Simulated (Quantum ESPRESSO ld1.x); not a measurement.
Coulomb parameter of the 3d shell of neutral nickel in the model configuration [Ar] 3d7 4s2 4p1, as a second difference U = [E(n + 0.25) + E(n - 0.25) - 2 E(n)] / (0.25)^2 with all orbitals relaxed. "Bare": the charge of the atom changes with n. "Screened": the 4p shell takes up the change at fixed total charge, which measures U(3d,3d) + U(4p,4p) - 2 U(3d,4p). All-electron calculation, Dirac Kohn-Sham, PBE, spin-unpolarised, spherical densities, point nucleus; open shells are shared between the two j in proportion to 2j + 1. Program: ld1.x of Quantum ESPRESSO 7.5.

| case | configuration | E - E(n) (eV) |
|---|---|---|
| start | [Ar] 3d7 4s2 4p1 | 0.000 |
| bare +0.25 | [Ar] 3d7.25 4s2 4p1 | -3.619 |
| bare -0.25 | [Ar] 3d6.75 4s2 4p1 | 4.510 |
| screened +0.25 | [Ar] 3d7.25 4s2 4p0.75 | -3.201 |
| screened -0.25 | [Ar] 3d6.75 4s2 4p1.25 | 3.598 |

U(bare) = 14.252 eV, U(screened by 4p) = 6.360 eV, against the Slater integral F0(3d,3d) = 27.216 eV with frozen orbitals. The step up makes a negative ion, whose loosely bound charge lowers the bare value.
